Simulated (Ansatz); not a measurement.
Start from `O=CCO` and change one atom or group to get `O=CCBr`.

Ansatz, PBE0-D4/def2-TZVP geometries, multiplicity 1. Each molecule was computed in one conformer, which needn't be the lowest.

Scalar relativity is left out up to krypton.

```tsv
property	`O=CCO`
size of the dipole moment (B3LYP/def2-TZVPP) / D	2.39
HOMO energy (PBE/def2-TZVPP) / eV	-6.55
HOMO energy (PBE0/def2-TZVPP) / eV	-8.16
size of the dipole moment (ωB97M-V/def2-TZVPP) / D	2.41
HOMO–LUMO gap (PBE/def2-TZVPP) / eV	4.27
HOMO energy (B3LYP/def2-TZVPP) / eV	-7.95
```

(1) What does the change do to each property? (Estimate.)

Answers

(1) Ansatz gave: 
| property | `O=CCBr` | shift |
| --- | --- | --- |
| size of the dipole moment (B3LYP/def2-TZVPP) / D | 1.96 | -0.43 |
| HOMO energy (PBE/def2-TZVPP) / eV | -6.34 | 0.21 |
| HOMO energy (PBE0/def2-TZVPP) / eV | -7.91 | 0.25 |
| size of the dipole moment (ωB97M-V/def2-TZVPP) / D | 1.96 | -0.45 |
| HOMO–LUMO gap (PBE/def2-TZVPP) / eV | 3.63 | -0.64 |
| HOMO energy (B3LYP/def2-TZVPP) / eV | -7.68 | 0.27 |

With PBE0 the HOMO rises by 0.25 eV and the LUMO falls by 0.48 eV, so the gap narrows by about 0.73 eV. PBE moves the HOMO by 0.21 eV and ωB97M-V by 0.31 eV. The zero-point energy changes by -37.8 kJ/mol with -3 modes. Dipoles are sizes alone; their direction can turn.

B3LYP here is the variant with VWN-RPA as its local correlation; programs differ in this.

Spin–orbit coupling is left out; it splits and shifts lone-pair levels of the heavy atoms by tenths of an eV.
